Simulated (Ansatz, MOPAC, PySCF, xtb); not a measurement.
Noncovalent pair: HCl (SMILES Cl) (first 2 atoms) with SiH4 (SMILES [SiH4]); geometry from B3LYP-D3(BJ)/def2-TZVP, rigid monomers moved along the line of their centres of mass till Cl1···Si3 is 3.40 Å.
(charge 0, multiplicity 1):
```xyz
7

Cl     0.62552     1.13809    -0.22468
H      1.11864    -0.03363    -0.05765
Si    -0.09596     0.03781     2.90570
H     -0.23274     1.50743     2.98621
H     -1.07709    -0.50960     1.94294
H     -0.33369    -0.55856     4.24049
H      1.27257    -0.31178     2.45914
```

| level | interaction energy (meV) | minus CCSD(T)/CBS(aug-cc-pV(D+d)Z, aug-cc-pV(T+d)Z) | cost |
|---|---|---|---|
| GFN-FF | -15.7 | -2.4 | - |
| AM1 | 61.5 | 74.9 | - |
| GFN1-xTB | -192.6 | -179.3 | - |
| HF/3-21G (no counterpoise) | 41.5 | 54.8 | - |
| r2SCAN-D4/def2-TZVPPD | -8.9 | 4.4 | ×2 |
| B3LYP/3-21G (no counterpoise) | -3.4 | 9.9 | - |
| B3LYP/LANL2DZ (no counterpoise) | 73.0 | 86.3 | - |
| PBE0/def2-TZVPPD | 26.3 | 39.6 | ×2 |
| PBE0-D4/def2-TZVPPD | -13.3 | 0.0 | ×2 |
| M06-2X/6-31G* (no counterpoise) | -35.1 | -21.7 | - |
| wB97X-V/def2-TZVPPD | -8.6 | 4.7 | ×3 |
| MP2/aug-cc-pV(D+d)Z | 19.4 | 32.7 | - |
| MP2/aug-cc-pV(T+d)Z | -8.1 | 5.3 | - |
| CCSD(T)/CBS(aug-cc-pV(D+d)Z, aug-cc-pV(T+d)Z) | -13.3 | 0.0 | ×40* |

 The comparison column counts from a level with limits of its own.

The rows run from -192.6 (GFN1-xTB) to 73.0 meV (B3LYP/LANL2DZ (no counterpoise)). From aug-cc-pV(D+d)Z to aug-cc-pV(T+d)Z MP2 changes by -27.4. The dispersion term adds -39.6 in PBE0-D4.

Counterpoise-corrected where a basis set is named; no monomer relaxation. Rows marked so take none.

Frozen-core correlation. CBS: X⁻³ extrapolation of the correlation energy, Hartree–Fock from the larger set. Rows in 3-21G, 6-31G*, LANL2DZ carry no dispersion term and start afresh at each structure (6-31G* with six Cartesian d functions). LANL2DZ brings its own core potentials from Na on. The state that AM1 reach isn't checked.

Programs: Ansatz (an electronic-structure program) with Gaussian orbitals; MOPAC for AM1 (differences of heats of formation); PySCF for 3-21G rows, 6-31G* rows, LANL2DZ rows, the dispersion terms; xtb for the GFN methods. Each number belongs to the level named beside it.

Costs are rough ratios of core time to PBE/def2-TZVPPD (about 5 s over the structures, on one shared machine); a dash marks a level with no comparable run of its own. A star marks coupled-cluster runs past 200 virtual orbitals, where the program's memory plan changes under this machine's limit, so their costs aren't comparable with smaller runs.
